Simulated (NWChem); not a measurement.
System: CH6FNSi2; SMILES F[Si@H]1CN[SiH2]1

Here is an NWChem input.

```
start job
memory heap 200 mb stack 900 mb global 1100 mb
geometry units angstroms noautosym nocenter noautoz
  F     -0.374338     2.209628     0.477306
  Si    -0.029152     0.903220    -0.423613
  C      1.518483    -0.095511     0.127547
  N      0.827442    -1.405216     0.134760
  Si    -0.908502    -1.201334     0.063071
  H      0.023062     1.377237    -1.835831
  H      2.360155    -0.069976    -0.579237
  H      1.899331     0.207097     1.114860
  H      1.374939    -2.227493     0.361973
  H     -1.680819    -1.405344     1.328746
  H     -1.588498    -2.032701    -0.974199
end
basis spherical
  F library sto-3g
  Si library sto-3g
  C library sto-3g
  N library sto-3g
  H library sto-3g
end
dft
  xc hfexch
  iterations 150
end
property
  shielding
end
task dft property
```

Parts of the log:

```
             Northwest Computational Chemistry Package (NWChem) 7.3.0
             --------------------------------------------------------

                             Geometry "geometry" -> ""
                             -------------------------

 Output coordinates in angstroms (scale by  1.889725989 to convert to a.u.)

  No.       Tag          Charge          X              Y              Z
 ---- ---------------- ---------- -------------- -------------- --------------
    1 F                    9.0000    -0.37433800     2.20962800     0.47730600
    2 Si                  14.0000    -0.02915200     0.90322000    -0.42361300
    3 C                    6.0000     1.51848300    -0.09551100     0.12754700
    4 N                    7.0000     0.82744200    -1.40521600     0.13476000
    5 Si                  14.0000    -0.90850200    -1.20133400     0.06307100
    6 H                    1.0000     0.02306200     1.37723700    -1.83583100
    7 H                    1.0000     2.36015500    -0.06997600    -0.57923700
    8 H                    1.0000     1.89933100     0.20709700     1.11486000
    9 H                    1.0000     1.37493900    -2.22749300     0.36197300
   10 H                    1.0000    -1.68081900    -1.40534400     1.32874600
   11 H                    1.0000    -1.58849800    -2.03270100    -0.97419900

 Effective nuclear repulsion energy (a.u.)     295.8468064485

  xc_inp: hfexch multiplicative factor not found.
                              NWChem Property Module
                              ----------------------

  itol2e modified to match energy
  convergence criterion.

                                 NWChem DFT Module
                                 -----------------

 Summary of "ao basis" -> "ao basis" (spherical)
 ------------------------------------------------------------------------------
       Tag                 Description            Shells   Functions and Types
 ---------------- ------------------------------  ------  ---------------------
 F                           sto-3g                  3        5   2s1p
 Si                          sto-3g                  5        9   3s2p
 C                           sto-3g                  3        5   2s1p
 N                           sto-3g                  3        5   2s1p
 H                           sto-3g                  1        1   1s

  itol2e modified to match energy
  convergence criterion.

            General Information
            -------------------
          SCF calculation type: DFT
          Wavefunction type:  closed shell.
          No. of atoms     :    11
          No. of electrons :    56
           Alpha electrons :    28
            Beta electrons :    28
          Charge           :     0
          Spin multiplicity:     1
          Use of symmetry is: off; symmetry adaption is: off
          Maximum number of iterations: 150
          AO basis - number of functions:    39
                     number of shells:    25
          Convergence on energy requested:  1.00D-07
          Convergence on density requested:  1.00D-05
          Convergence on gradient requested:  5.00D-04

              XC Information
              --------------
                     Hartree-Fock (Exact) Exchange  1.000

      Superposition of Atomic Density Guess
      -------------------------------------

 Sum of atomic energies:        -762.49730697

      Non-variational initial energy
      ------------------------------

 Total energy =    -762.701445
 1-e energy   =   -1657.331876
 2-e energy   =     598.783625
 HOMO         =      -0.077229
 LUMO         =       0.335074

   convergence    iter        energy       DeltaE   RMS-Dens  Diis-err
 ---------------- ----- ----------------- --------- --------- ---------
 d= 0,ls=0.0,diis     1   -763.8114330376 -1.06D+03  2.26D-02  3.68D-01
 d= 0,ls=0.0,diis     2   -763.8926338845 -8.12D-02  5.15D-03  2.48D-02
 d= 0,ls=0.0,diis     3   -763.8977929377 -5.16D-03  2.21D-03  1.73D-03
 d= 0,ls=0.0,diis     4   -763.8984130632 -6.20D-04  3.90D-04  6.73D-05
 d= 0,ls=0.0,diis     5   -763.8984364749 -2.34D-05  1.39D-04  5.11D-06
  Resetting Diis
 d= 0,ls=0.0,diis     6   -763.8984385662 -2.09D-06  1.11D-05  4.67D-08
 d= 0,ls=0.0,diis     7   -763.8984385830 -1.69D-08  2.26D-06  3.07D-09

         Total DFT energy =     -763.898438583031
      One electron energy =    -1654.061211747574
           Coulomb energy =      659.639650840777
    Exchange-Corr. energy =      -65.323684124686
 Nuclear repulsion energy =      295.846806448453

 Numeric. integr. density =        0.000000000000

                       DFT Final Molecular Orbital Analysis
                       ------------------------------------

 Vector   26  Occ=2.000000D+00  E=-3.433851D-01
              MO Center=  5.3D-01,  4.4D-01, -1.4D-01, r^2= 3.5D+00
   Bfn.  Coefficient  Atom+Function         Bfn.  Coefficient  Atom+Function
  ----- ------------  ---------------      ----- ------------  ---------------
    34      0.353881   6 H  s                17      0.329725   3 C  px
     4     -0.305049   1 F  py               18     -0.299391   3 C  py
     5      0.274882   1 F  pz               37     -0.247989   9 H  s
    13      0.228999   2 Si py                3      0.216309   1 F  px
    23      0.201602   4 N  py               22     -0.197154   4 N  px

 Vector   27  Occ=2.000000D+00  E=-2.840476D-01
              MO Center= -3.1D-01,  5.8D-02, -9.2D-02, r^2= 3.2D+00
   Bfn.  Coefficient  Atom+Function         Bfn.  Coefficient  Atom+Function
  ----- ------------  ---------------      ----- ------------  ---------------
    32      0.480933   5 Si py               12     -0.369431   2 Si px
     3      0.306891   1 F  px               17      0.267418   3 C  px
    13     -0.247348   2 Si py               30      0.232233   5 Si s
     4      0.212993   1 F  py               39     -0.184745  11 H  s
    28     -0.179361   5 Si py               16     -0.161488   3 C  s

[...]

          -----------------------------------------
          Chemical Shielding Tensors (GIAO, in ppm)
          -----------------------------------------

                                NWChem CPHF Module
                                ------------------

  scftype          =     RHF
  nclosed          =       28
  nopen            =        0
  variables        =      308
  # of vectors     =        3
  tolerance        = 0.10D-03
  level shift      = 0.00D+00
  max iterations   =       50
  max subspace     =       30

 SCF residual:    3.1802545000018569E-005

Iterative solution of linear equations
  No. of variables      308
  No. of equations        3
  Maximum subspace       30
        Iterations       50
       Convergence  1.0D-04

   iter   nsub   residual    time
   ----  ------  --------  ---------
     1      3    1.85D+00       6.5
     2      6    1.02D-01       7.1
     3      9    1.83D-02       7.6
     4     12    4.47D-03       8.2
     5     15    7.09D-04       8.7
     6     18    1.39D-04       9.3
     7     21    2.91D-05       9.8

      Atom:    1  F
        Diamagnetic
    443.2417     -8.5145     -5.3873
     -8.5145    473.0773     20.4449
     -5.3873     20.4449    453.7025

        Paramagnetic
    234.2978     50.0395     52.2763
     50.0395     38.1789   -116.6746
     52.2763   -116.6746    102.4008

        Total Shielding Tensor
    677.5395     41.5250     46.8890
     41.5250    511.2561    -96.2297
     46.8890    -96.2297    556.1033

           isotropic =     581.6330
          anisotropy =     168.7625

          Principal Components and Axis System
                 1           2           3
              694.1413    630.6918    420.0658

      1         0.9588     -0.1622     -0.2334
      2         0.0732     -0.6527      0.7541
      3         0.2747      0.7401      0.6139

      Atom:    2  Si
        Diamagnetic
    866.9814     -1.8273      0.0234
     -1.8273    871.9532      1.4695
      0.0234      1.4695    865.1003

        Paramagnetic
   -285.3392      6.6487    -10.0154
      6.6487   -318.8157     35.6175
    -10.0154     35.6175   -353.9489

        Total Shielding Tensor
    581.6422      4.8214     -9.9920
      4.8214    553.1376     37.0870
     -9.9920     37.0870    511.1515

           isotropic =     548.6437
          anisotropy =      51.5964

          Principal Components and Axis System
                 1           2           3
              583.0413    574.6713    488.2186

      1         0.9877      0.1026      0.1176
      2        -0.0306      0.8660     -0.4992
      3        -0.1531      0.4895      0.8585

      Atom:    3  C
        Diamagnetic
    252.1381      0.9551      1.8372
      0.9551    250.2722     -0.8551
      1.8372     -0.8551    242.7309

        Paramagnetic
    -51.2791     17.9654     -0.1216
     17.9654    -10.4538     -7.5316
     -0.1216     -7.5316    -78.0767

        Total Shielding Tensor
    200.8590     18.9205      1.7157
     18.9205    239.8184     -8.3867
      1.7157     -8.3867    164.6543

           isotropic =     201.7772
          anisotropy =      69.4934

          Principal Components and Axis System
                 1           2           3
              248.1062    193.9272    163.2984

      1         0.3677      0.9230     -0.1134
      2         0.9260     -0.3522      0.1359
      3        -0.0855      0.1550      0.9842

      Atom:    4  N
        Diamagnetic
    327.3970      1.0552      2.6816
      1.0552    325.1285     -3.8866
      2.6816     -3.8866    291.1728

        Paramagnetic
      7.6753     -2.2862      8.4209
     -2.2862    105.3493    -25.9728
      8.4209    -25.9728    -18.5777

        Total Shielding Tensor
    335.0723     -1.2310     11.1025
     -1.2310    430.4778    -29.8594
     11.1025    -29.8594    272.5951

           isotropic =     346.0484
          anisotropy =     134.9856

          Principal Components and Axis System
                 1           2           3
              436.0388    336.6166    265.4898

      1        -0.0320      0.9878     -0.1521
      2         0.9828      0.0587      0.1749
      3        -0.1817      0.1439      0.9728

      Atom:    5  Si
        Diamagnetic
    871.6820      0.5439      0.3584
      0.5439    869.2211     -0.9186
      0.3584     -0.9186    864.5784

        Paramagnetic
   -250.4012    -51.2490     29.3909
    -51.2490   -274.2407    -31.1943
     29.3909    -31.1943   -367.6603

        Total Shielding Tensor
    621.2808    -50.7051     29.7493
    -50.7051    594.9803    -32.1129
     29.7493    -32.1129    496.9181

           isotropic =     571.0598
          anisotropy =     150.2655

          Principal Components and Axis System
                 1           2           3
              671.2367    556.4164    485.5261

      1         0.7583      0.6392     -0.1280
      2        -0.6057      0.7635      0.2242
      3         0.2410     -0.0925      0.9661

      Atom:    6  H
        Diamagnetic
     26.3785     -0.2943     -0.0117
     -0.2943     29.5390     -5.1249
     -0.0117     -5.1249     39.3237

        Paramagnetic
      0.1575     -0.4656     -0.4116
     -0.4656     -0.0438      2.0054
     -0.4116      2.0054     -3.6935

        Total Shielding Tensor
     26.5360     -0.7599     -0.4233
     -0.7599     29.4952     -3.1195
     -0.4233     -3.1195     35.6301

           isotropic =      30.5538
          anisotropy =       9.5772

          Principal Components and Axis System
                 1           2           3
               36.9386     28.5572     26.1656

      1        -0.0094     -0.3931      0.9195
      2        -0.3857      0.8498      0.3593
      3         0.9226      0.3513      0.1596

      Atom:    7  H
        Diamagnetic
     38.3715      0.6430     -7.5442
      0.6430     26.6057     -0.9489
     -7.5442     -0.9489     29.9638

        Paramagnetic
     -1.0249      0.9470      2.6907
      0.9470      2.3636     -0.3462
      2.6907     -0.3462     -1.0471

        Total Shielding Tensor
     37.3466      1.5900     -4.8535
      1.5900     28.9693     -1.2951
     -4.8535     -1.2951     28.9167

           isotropic =      31.7442
          anisotropy =      12.2637

          Principal Components and Axis System
                 1           2           3
               39.9200     28.7378     26.5748

      1         0.8923     -0.2601      0.3690
      2         0.1786      0.9541      0.2405
      3        -0.4146     -0.1487      0.8978

      Atom:    8  H
        Diamagnetic
     30.4685      1.9549      7.2251
      1.9549     27.9355      3.8755
      7.2251      3.8755     36.4571

        Paramagnetic
      1.7290     -0.0550     -2.3676
     -0.0550      2.4404     -1.3476
     -2.3676     -1.3476     -3.7715

        Total Shielding Tensor
     32.1975      1.9000      4.8575
      1.9000     30.3759      2.5279
      4.8575      2.5279     32.6857

           isotropic =      31.7530
          anisotropy =      10.1485

          Principal Components and Axis System
                 1           2           3
               38.5187     29.2340     27.5064

      1         0.6341     -0.3907      0.6673
      2         0.3603      0.9128      0.1921
      3         0.6842     -0.1187     -0.7196

      Atom:    9  H
        Diamagnetic
     32.2804     -8.6463      2.5096
     -8.6463     40.4531     -3.9947
      2.5096     -3.9947     22.6312

        Paramagnetic
      3.1115      0.4627      0.1665
      0.4627      6.5073     -0.6799
      0.1665     -0.6799      2.4279

        Total Shielding Tensor
     35.3919     -8.1836      2.6761
     -8.1836     46.9605     -4.6746
      2.6761     -4.6746     25.0591

           isotropic =      35.8038
          anisotropy =      24.6878

          Principal Components and Axis System
                 1           2           3
               52.2624     31.1616     23.9875

      1        -0.4529      0.8839     -0.1168
      2         0.8702      0.4667      0.1579
      3        -0.1941      0.0301      0.9805

      Atom:   10  H
        Diamagnetic
     31.9441      1.8625     -6.6579
      1.8625     27.6758     -2.1573
     -6.6579     -2.1573     35.3967

        Paramagnetic
     -0.0291     -0.2717      2.4680
     -0.2717      0.2508      0.6019
      2.4680      0.6019     -2.9824

        Total Shielding Tensor
     31.9150      1.5908     -4.1900
      1.5908     27.9266     -1.5554
     -4.1900     -1.5554     32.4143

           isotropic =      30.7520
          anisotropy =       9.2402

          Principal Components and Axis System
                 1           2           3
               36.9121     27.9802     27.3636

      1        -0.6675      0.6946     -0.2684
      2        -0.2402      0.1404      0.9605
      3         0.7048      0.7056      0.0731

      Atom:   11  H
        Diamagnetic
     31.1210      4.4647      4.7850
      4.4647     31.7551      5.0876
      4.7850      5.0876     32.3909

        Paramagnetic
      0.3515     -1.2507     -1.4803
     -1.2507     -1.3918     -1.6765
     -1.4803     -1.6765     -1.9050

        Total Shielding Tensor
     31.4725      3.2140      3.3046
      3.2140     30.3633      3.4111
      3.3046      3.4111     30.4858

           isotropic =      30.7739
          anisotropy =       9.9590

          Principal Components and Axis System
                 1           2           3
               37.4132     27.8959     27.0126

[...]
```

Level: Hartree-Fock/STO-3G, GIAO. STO-3G and 3-21G are far too small for this property and stand as cheap habits. Coordinates come from a B3LYP/6-31G* (spherical d) optimisation. The printed shielding anisotropy is the first printed principal value minus the mean of the other two.
